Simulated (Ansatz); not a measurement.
Basis-set extrapolation for C2H3BCl2 (`C=CB(Cl)Cl`) (PBE0-D4/def2-TZVP geometry, frozen core, the Gaussian-basis code of Ansatz). Multiplicity 1, RHF reference.

|  | def2-TZVPP | def2-QZVPP |
| --- | --- | --- |
| HF | -1021.302077 | -1021.331534 |
| MP2 correlation | -0.791534 | -0.857051 |
| CCSD(T) correlation | -0.880384 | not run |

Energies in hartree. Use E(X) = E(∞) + A·exp(−7.88·√X) for Hartree–Fock and E(X) = E(∞) + B·X^(−2.97) for correlation, with X = 3 and 4, and add CCSD(T) minus MP2 of the smaller set to the MP2 limit.

Problem. What is the CCSD(T) energy at the basis-set limit?

Solution. HF limit: -1021.331534 + (-0.029457) × 0.13774 = -1021.33559. MP2 limit: -0.857051 + (-0.065517) × 0.74074 = -0.90558. Higher-order term: -0.880384 − (-0.791534) = -0.08885. Total: -1022.33002 hartree, 387.4 kJ/mol below CCSD(T)/def2-TZVPP.
